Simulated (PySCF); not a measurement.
This script is equivalent to a calculation on Mo⁺ (molybdenum, charge +1).

```python
from pyscf import gto, scf, dft, mp, cc
import basis_set_exchange as bse
mol = gto.M(atom="Mo 0 0 0", charge=1, spin=5, symmetry="D2h",
            basis=gto.basis.parse(bse.get_basis("ANO-RCC-VTZP", elements=["Mo"], fmt="nwchem")),
            nucmod="G")
mf = dft.UKS(mol, xc="PBE").sfx2c1e()
mf.irrep_nelec = {'Ag': (8, 6), 'B1g': (2, 1), 'B2g': (2, 1), 'B3g': (2, 1), 'B1u': (3, 3), 'B2u': (3, 3), 'B3u': (3, 3)}
mf.kernel()
```

Task: What total energy does it give?

Result: -4047.60 hartree (calculated).

Task: Which occupied shell lies highest, and where?

Result: 4d α, at -11.454 eV.

Task: What is ⟨S²⟩, and what would a pure spin state give?

Result: 8.751, against 8.75.
